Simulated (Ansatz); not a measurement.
`B[SiH2]CS[SiH3]` + HBr → `B[SiH2]Br` + `CS[SiH3]` at 700 K and 1 bar (ligand exchange at the Si–C bond).

Gas-phase electronic energies from Ansatz, PBE0-D4/def2-TZVP geometries. CCSD(T)/CBS adds triple-zeta CCSD(T) − MP2 to the extrapolated MP2 energy (def2 sets, frozen cores). For Br outer-core shells are correlated without core-valence functions, which leaves a few kJ/mol of doubt a bond. Scalar relativity is left out up to krypton. One conformer a species, not always the lowest.

```csv
species,CCSD(T)/CBS energy (Eh),H − E (kJ/mol),S (J/(mol·K))
`B[SiH2]CS[SiH3]`,-1044.16888,345.6,581.9
HBr,-2573.91920,36.5,223.7
`B[SiH2]Br`,-2889.59767,156.5,403.7
`CS[SiH3]`,-728.52947,230.7,406.0
```

H − E and S are ideal-gas, rigid-rotor, harmonic terms from PBE0-D4/def2-TZVP, for one conformer and one mirror image of each species. 1 Eh = 2625.50 kJ/mol, R = 8.31446 J/(mol·K).

Question: By hand: ΔE, ΔH, ΔS and ΔG.

Answer: ΔE = (-2889.59767) + (-728.52947) − (-1044.16888) − (-2573.91920) = -0.03906 Eh = -102.6 kJ/mol. Δ(H − E) = 156.5 + 230.7 − 345.6 − 36.5 = 5.1, so ΔH = -97.5 kJ/mol. ΔS = 403.7 + 406.0 − 581.9 − 223.7 = 4.1 J/(mol·K). ΔG = -97.5 − 700 × (4.1)/1000 = -100.4 kJ/mol.

Question: By hand: the equilibrium constant, and the temperature at which ΔG would vanish if ΔH and ΔS stayed fixed.

Answer: log₁₀ K = −ΔG/(RT ln 10) = 7.5. ΔH and −TΔS have one sign here, so there is no such temperature. One of them is within its doubt of zero, so this could turn.

The number of gas molecules stays the same, so ΔS is small and ΔH decides. A doubt of 5 kJ/mol in ΔE shifts log₁₀ K by 0.4 here. Other conformers and mirror images would add mixing entropy, several J/(mol·K) or more a flexible species. Modes under 60 cm⁻¹, often nearly free rotors, make the harmonic entropy too high. These are equilibria of isolated gas molecules and say nothing of rates. Largest T1 diagnostic: 0.012 (customary marks: 0.02 for closed shells, 0.045 for open ones).
